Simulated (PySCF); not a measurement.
Isomers of C2H7ClOSi3, mass 165.949 u with the commonest isotopes. Level of theory: B3LYP/def2-SVPD in PySCF (dipole) on a GFN2-xTB geometry, gas phase. One conformer each, none proved a minimum here; rigid rotors.

Question: Order these by rotational constant A, largest first.
A. `[Cl:1][SiH2:2][Si@@H:3]1[CH:4]=[CH:5][SiH2:6][O:7]1` with Cl1–Si2–Si3–C4 -88°
B. `[CH:1]#[C:2][Si@:3]([SiH3:4])([Cl:5])[O:6][SiH3:7]` with C2–Si3–O6–Si7 63°
C. `[CH:1]#[C:2][Si@@H:3]([Cl:4])[SiH2:5][O:6][SiH3:7]` with C2–Si3–Si5–O6 64°, Si3–Si5–O6–Si7 -49°
D. `[SiH3:1][C:2]#[C:3][SiH2:4][O:5][SiH2:6][Cl:7]` with C3–Si4–O5–Si6 7°, Si4–O5–Si6–Cl7 -27°
E. `[CH:1]#[C:2][Si@H:3]([SiH3:4])[O:5][SiH2:6][Cl:7]` with C2–Si3–O5–Si6 72°, Si3–O5–Si6–Cl7 37°
F. `[CH:1]#[C:2][SiH2:3][Si@H:4]([Cl:5])[O:6][SiH3:7]` with C2–Si3–Si4–Cl5 166°, Si3–Si4–O6–Si7 32°

Answer: A (3395 MHz), C (1861 MHz), D (1544 MHz), E (1458 MHz), F (1297 MHz), B (1127 MHz).

Question: Order these by out-of-plane moment Σ m c² = (Ia + Ib − Ic)/2, largest first.
A. `[SiH3:1][C:2]#[C:3][SiH2:4][O:5][SiH2:6][Cl:7]` with C3–Si4–O5–Si6 7°, Si4–O5–Si6–Cl7 -27°
B. `[CH:1]#[C:2][SiH2:3][Si@H:4]([Cl:5])[O:6][SiH3:7]` with C2–Si3–Si4–Cl5 166°, Si3–Si4–O6–Si7 32°
C. `[CH:1]#[C:2][Si@:3]([SiH3:4])([Cl:5])[O:6][SiH3:7]` with C2–Si3–O6–Si7 63°
D. `[CH:1]#[C:2][Si@@H:3]([Cl:4])[SiH2:5][O:6][SiH3:7]` with C2–Si3–Si5–O6 64°, Si3–Si5–O6–Si7 -49°
E. `[CH:1]#[C:2][Si@H:3]([SiH3:4])[O:5][SiH2:6][Cl:7]` with C2–Si3–O5–Si6 72°, Si3–O5–Si6–Cl7 37°
F. `[Cl:1][SiH2:2][Si@@H:3]1[CH:4]=[CH:5][SiH2:6][O:7]1` with Cl1–Si2–Si3–C4 -88°

Answer: C (199.87 u·Å²), E (83.70 u·Å²), F (39.36 u·Å²), B (34.90 u·Å²), D (31.37 u·Å²), A (13.81 u·Å²).

Question: Order these by rotational constant B, largest first.
A. `[SiH3:1][C:2]#[C:3][SiH2:4][O:5][SiH2:6][Cl:7]` with C3–Si4–O5–Si6 7°, Si4–O5–Si6–Cl7 -27°
B. `[Cl:1][SiH2:2][Si@@H:3]1[CH:4]=[CH:5][SiH2:6][O:7]1` with Cl1–Si2–Si3–C4 -88°
C. `[CH:1]#[C:2][Si@:3]([SiH3:4])([Cl:5])[O:6][SiH3:7]` with C2–Si3–O6–Si7 63°
D. `[CH:1]#[C:2][Si@@H:3]([Cl:4])[SiH2:5][O:6][SiH3:7]` with C2–Si3–Si5–O6 64°, Si3–Si5–O6–Si7 -49°
E. `[CH:1]#[C:2][Si@H:3]([SiH3:4])[O:5][SiH2:6][Cl:7]` with C2–Si3–O5–Si6 72°, Si3–O5–Si6–Cl7 37°
F. `[CH:1]#[C:2][SiH2:3][Si@H:4]([Cl:5])[O:6][SiH3:7]` with C2–Si3–Si4–Cl5 166°, Si3–Si4–O6–Si7 32°

Answer: F (884.0 MHz), C (856.6 MHz), E (793.5 MHz), D (647.8 MHz), A (633.0 MHz), B (591.6 MHz).

```json
{"SMILES": "[SiH3]C#C[SiH2]O[SiH2]Cl", "point group": "C1", "Ia (u·Å²)": "327.41", "Ib (u·Å²)": "798.44", "Ic (u·Å²)": "1098.23", "κ": "-0.68", "μa (D)": "0.20", "μb (D)": "0.60", "μc (D)": "0.29"}
{"SMILES": "C#C[Si@]([SiH3])(Cl)O[SiH3]", "point group": "C1", "Ia (u·Å²)": "448.37", "Ib (u·Å²)": "590.00", "Ic (u·Å²)": "638.63", "κ": "-0.61", "μa (D)": "0.33", "μb (D)": "0.06", "μc (D)": "1.32"}
{"SMILES": "C#C[Si@@H](Cl)[SiH2]O[SiH3]", "point group": "C1", "Ia (u·Å²)": "271.59", "Ib (u·Å²)": "780.15", "Ic (u·Å²)": "989.00", "κ": "-0.80", "μa (D)": "1.56", "μb (D)": "0.94", "μc (D)": "0.13"}
{"SMILES": "C#C[SiH2][Si@H](Cl)O[SiH3]", "point group": "C1", "Ia (u·Å²)": "389.52", "Ib (u·Å²)": "571.73", "Ic (u·Å²)": "891.45", "κ": "-0.13", "μa (D)": "1.48", "μb (D)": "0.72", "μc (D)": "0.13"}
{"SMILES": "Cl[SiH2][Si@@H]1C=C[SiH2]O1", "point group": "C1", "Ia (u·Å²)": "148.85", "Ib (u·Å²)": "854.25", "Ic (u·Å²)": "924.38", "κ": "-0.97", "μa (D)": "1.77", "μb (D)": "0.79", "μc (D)": "0.70"}
{"SMILES": "C#C[Si@H]([SiH3])O[SiH2]Cl", "point group": "C1", "Ia (u·Å²)": "346.56", "Ib (u·Å²)": "636.92", "Ic (u·Å²)": "816.09", "κ": "-0.58", "μa (D)": "0.81", "μb (D)": "0.64", "μc (D)": "0.01"}
```
